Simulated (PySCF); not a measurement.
Al(Me)(PH2)2 (CH7AlP2), SMILES [CH3][Al]([PH2])[PH2].

Coordinates come from a ωB97X-D3(BJ)/def2-SVP optimisation. Other conformers were not sampled.

Method: TDA-CAM-B3LYP/def2-SVPD run with PySCF.

Vertical excitations. Isolated molecule, no solvent. State labels are in the subgroup Cs.

Computed lowest excited states:
```json
[
 {"state": "S1", "symmetry": "A\"", "energy (eV)": "4.83", "λ (nm)": "257", "f": "0.050", "main pairs": "HOMO→LUMO 93 %"},
 {"state": "S2", "symmetry": "A'", "energy (eV)": "5.40", "λ (nm)": "230", "f": "0.012", "main pairs": "HOMO−1→LUMO 86 %"},
 {"state": "S3", "symmetry": "A\"", "energy (eV)": "5.60", "λ (nm)": "221", "f": "0.115", "main pairs": "HOMO→LUMO+1 91 %"},
 {"state": "S4", "symmetry": "A\"", "energy (eV)": "5.63", "λ (nm)": "220", "f": "0.009", "main pairs": "HOMO→LUMO+2 87 %"},
 {"state": "S5", "symmetry": "A'", "energy (eV)": "6.15", "λ (nm)": "202", "f": "0.043", "main pairs": "HOMO−1→LUMO+1 31 %, HOMO→LUMO+4 27 %, HOMO−1→LUMO+2 24 %, HOMO→LUMO+6 10 %"},
 {"state": "S6", "symmetry": "A'", "energy (eV)": "6.21", "λ (nm)": "200", "f": "0.088", "main pairs": "HOMO−1→LUMO+1 46 %, HOMO−1→LUMO+2 31 %, HOMO→LUMO+6 15 %"},
 {"state": "S7", "symmetry": "A\"", "energy (eV)": "6.50", "λ (nm)": "191", "f": "0.003", "main pairs": "HOMO−3→LUMO 52 %, HOMO→LUMO+3 43 %"},
 {"state": "S8", "symmetry": "A'", "energy (eV)": "6.70", "λ (nm)": "185", "f": "0.051", "main pairs": "HOMO−2→LUMO 74 %"},
 {"state": "S9", "symmetry": "A\"", "energy (eV)": "6.84", "λ (nm)": "181", "f": "0.208", "main pairs": "HOMO→LUMO+3 43 %, HOMO−3→LUMO 38 %"},
 {"state": "S10", "symmetry": "A'", "energy (eV)": "7.00", "λ (nm)": "177", "f": "0.045", "main pairs": "HOMO→LUMO+4 46 %, HOMO−2→LUMO+1 12 %, HOMO−1→LUMO+2 12 %, HOMO−1→LUMO+3 11 %"},
 {"state": "T1", "symmetry": "A\"", "energy (eV)": "4.15", "λ (nm)": "299", "f": "0", "main pairs": "HOMO→LUMO 95 %"},
 {"state": "T2", "symmetry": "A'", "energy (eV)": "4.73", "λ (nm)": "262", "f": "0", "main pairs": "HOMO−1→LUMO 93 %"},
 {"state": "T3", "symmetry": "A\"", "energy (eV)": "5.18", "λ (nm)": "239", "f": "0", "main pairs": "HOMO→LUMO+2 71 %, HOMO→LUMO+1 11 %"},
 {"state": "T4", "symmetry": "A\"", "energy (eV)": "5.29", "λ (nm)": "234", "f": "0", "main pairs": "HOMO→LUMO+1 74 %"}
]
```
Triplets are in the Tamm–Dancoff approximation.
